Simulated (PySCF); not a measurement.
C₆H₁₃BO₂, triplet, at the geometry of the source list (a higher spin typed on purpose: for a closed-shell molecule this is an excited state) (in this run its highest filled SCF level lies above zero, so its values depend strongly on the basis, on diffuse functions most of all). Base run: PySCF with M06/STO-3G.

Here is a job for PySCF.
```python
from pyscf import gto, scf, dft

mol = gto.M(
    atom='''
C    -1.74100000    0.14790000    0.87670000
C    -0.73420000    0.17360000   -0.27980000
C    -1.11520000   -0.90550000   -1.29170000
O    -0.84600000    1.45790000   -0.89890000
B     0.23980000    2.19760000   -0.57270000
O     1.16880000    1.50510000    0.12750000
C     0.76720000    0.13510000    0.20020000
C     0.97620000   -0.37300000    1.62570000
C     1.68520000   -0.64730000   -0.74660000
H    -2.73590000    0.31720000    0.47170000
H    -1.52780000    0.94630000    1.58300000
H    -1.72560000   -0.80950000    1.38870000
H    -2.16030000   -0.77830000   -1.56210000
H    -0.52370000   -0.82320000   -2.19740000
H    -0.98180000   -1.89250000   -0.85870000
H     0.36130000    3.31530000   -0.86530000
H     0.45630000    0.24960000    2.34620000
H     2.03870000   -0.33580000    1.85710000
H     0.63340000   -1.40100000    1.71430000
H     1.60370000   -0.25880000   -1.75880000
H     2.71370000   -0.51380000   -0.41920000
H     1.44740000   -1.70690000   -0.74000000
''',
    basis='sto-3g',
    spin=2,
    verbose=4,
)

mf = dft.UKS(mol)
mf.xc = 'm06'
mf.kernel()
```

Variants of this job, named by their change:

| change | ΔE vs base (mEh) | grid points | electrons on the grid |
|---|---|---|---|
| base | 0.000 | 254424 | 69.99993 |
| grids.level = 0 | 14.584 | 17840 | 69.97767 |
| grids.level = 4 | 0.013 | 460480 | 69.99999 |
| grids.level = 2 | -0.045 | 170712 | 69.99993 |
| grids.atom_grid = (99, 590) | 0.010 | 713088 | 69.99999 |
| grids.atom_grid = (30, 110) | 18.892 | 54168 | 69.99761 |
| grids.becke_scheme = stratmann | 0.002 | 254424 | 69.99992 |
| grids.atom_grid = (150, 974) | 0.003 | 1782928 | 70.00000 |
| grids.prune = off | -0.002 | 400152 | 69.99994 |
| grids.prune = dft.gen_grid.sg1_prune | -2.595 | 113176 | 70.00051 |
| grids.level = 7 | 0.006 | 1431104 | 70.00000 |

Open shells are given as the SCF converged; they aren't shown to be the lowest states, and a large step between rows can be another state.
